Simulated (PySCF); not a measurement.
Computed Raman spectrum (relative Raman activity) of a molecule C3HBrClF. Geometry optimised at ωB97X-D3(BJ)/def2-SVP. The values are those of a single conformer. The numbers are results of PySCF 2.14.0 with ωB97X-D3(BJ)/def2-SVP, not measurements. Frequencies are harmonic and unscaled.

Lines under 2 % of the strongest are left out, and lines within 2 cm⁻¹ are merged.

| ν (cm⁻¹) | relative intensity |
|---|---|
| 227 | 3.2 |
| 274 | 4.3 |
| 396 | 5.9 |
| 458 | 2.3 |
| 512 | 3.2 |
| 888 | 3.3 |
| 1104 | 7.7 |
| 1268 | 9.6 |
| 2128 | 4.2 |
| 3220 | 100 |

Problem. Which structure fits?
(A) FC=C=C(Cl)Br
(B) FC(Cl)=C=CBr
(C) FC(Br)=C=CCl

Solution. A, FC=C=C(Cl)Br
